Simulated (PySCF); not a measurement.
C7H9PS.
Atom-mapped SMILES: `[CH3:1][S:2][c:3]1[cH:4][cH:5][c:6]([CH3:7])[cH:8][p:9]1` (hydrogens: H10, H11, H12 on C1; H13 on C4; H14 on C5; H15, H16, H17 on C7; H18 on C8)

Geometry (PBE0-D3(BJ)/def2-SVP, Å), atoms numbered from 1 in this order:
```xyz
18
C7H9PS angstrom
C      3.807   -0.512   -0.289
S      2.910    0.799    0.551
C      1.228    0.356    0.302
C      0.292    1.234    0.872
C     -1.082    1.071    0.794
C     -1.721    0.006    0.135
C     -3.223   -0.066    0.143
C     -0.963   -0.972   -0.500
P      0.768   -1.078   -0.599
H      3.570   -0.538   -1.363
H      3.592   -1.495    0.155
H      4.872   -0.278   -0.157
H      0.672    2.107    1.414
H     -1.709    1.825    1.279
H     -3.599   -0.321    1.147
H     -3.594   -0.828   -0.556
H     -3.671    0.900   -0.135
H     -1.500   -1.784   -1.006
```

Computed with PySCF at PBE0/pcSseg-1 and PBE0/def2-SVPD, non-relativistic, on one gas-phase PBE0-D3(BJ)/def2-SVP geometry that isn't relaxed in the solvent. The solvent is an IEF-PCM continuum (van der Waals radii × 1.2). The model holds no explicit solvent molecules, cavitation or dispersion.

Gas phase at PBE0/pcSseg-1: HOMO -6.06 eV, LUMO -1.42 eV, dipole 0.95 D.

**Question.** What does the continuum do to the energy, the frontier levels and the dipole at PBE0/pcSseg-1 in cyclohexane and chloroform?

**Answer.** 
| solvent | ε | E(solvent) − E(gas) (kcal/mol) | polarisation term (kcal/mol) | distortion of the solute (kcal/mol) | HOMO (eV) | LUMO (eV) | dipole (D) |
| --- | --- | --- | --- | --- | --- | --- | --- |
| cyclohexane | 2.017 | -1.76 | -1.85 | 0.09 | -6.08 | -1.43 | 1.13 |
| chloroform | 4.711 | -3.25 | -3.59 | 0.34 | -6.13 | -1.47 | 1.30 |

The polarisation term is half the interaction of the solute with the surface charges that it induces; the rest is the cost of distorting the solute's density. The sum is the electrostatic part of solvation alone. From cyclohexane to chloroform the lowering changes by a factor 1.85, Onsager's factor (ε − 1)/(2ε + 1) by 1.76 and ε itself by 2.3.

**Question.** Give the dipole vector in the frame of the coordinates (D, pointing from negative to positive charge), gas and chloroform.

**Answer.** Gas (-0.94, 0.05, 0.10), solvent (-1.28, 0.11, 0.15). Its length changes by +37 % and its direction by 2°.

**Question.** Which Hirshfeld charges (PBE0/pcSseg-1) respond most in chloroform (means over atoms taken as equivalent)?

**Answer.** 
```json
{"atoms": "P9", "environment": "phosphorus bonded to 2 C", "gas (e)": "+0.065", "solvent (e)": "+0.047", "change": "-0.018"}
{"atoms": "S2", "environment": "sulfide sulfur", "gas (e)": "+0.028", "solvent (e)": "+0.014", "change": "-0.014"}
{"atoms": "H14", "environment": "aromatic hydrogen", "gas (e)": "+0.052", "solvent (e)": "+0.059", "change": "+0.007"}
{"atoms": "C3", "environment": "substituted aromatic carbon", "gas (e)": "-0.076", "solvent (e)": "-0.082", "change": "-0.006"}
{"atoms": "H18", "environment": "aromatic hydrogen", "gas (e)": "+0.043", "solvent (e)": "+0.048", "change": "+0.005"}
{"atoms": "H13", "environment": "aromatic hydrogen", "gas (e)": "+0.047", "solvent (e)": "+0.052", "change": "+0.005"}
```

Gas phase at PBE0/def2-SVPD: HOMO -6.04 eV, LUMO -1.44 eV, dipole 0.96 D.

**Question.** What does the continuum do to the energy, the frontier levels and the dipole at PBE0/def2-SVPD in chloroform?

**Answer.** 
```csv
solvent,ε,E(solvent) − E(gas) (kcal/mol),polarisation term (kcal/mol),distortion of the solute (kcal/mol),HOMO (eV),LUMO (eV),dipole (D)
chloroform,4.711,-3.17,-3.55,0.38,-6.10,-1.48,1.34
```

**Question.** How does the static polarisability (PBE0/def2-SVPD, frozen core, with the continuum's full static response) change?

**Answer.** 
| medium | isotropic (au) | principal values (au) | ⟨r²⟩ of the electrons (bohr²) |
| --- | --- | --- | --- |
| gas | 134.3 | 80.4, 130.9, 191.4 | 1920.5 |
| chloroform | 177.0 | 104.7, 180.1, 246.3 | 1918.5 |

The isotropic value in chloroform is 1.32 times the gas-phase one; no cavity-field correction is applied. ⟨r²⟩ is taken about the centre of nuclear charge.
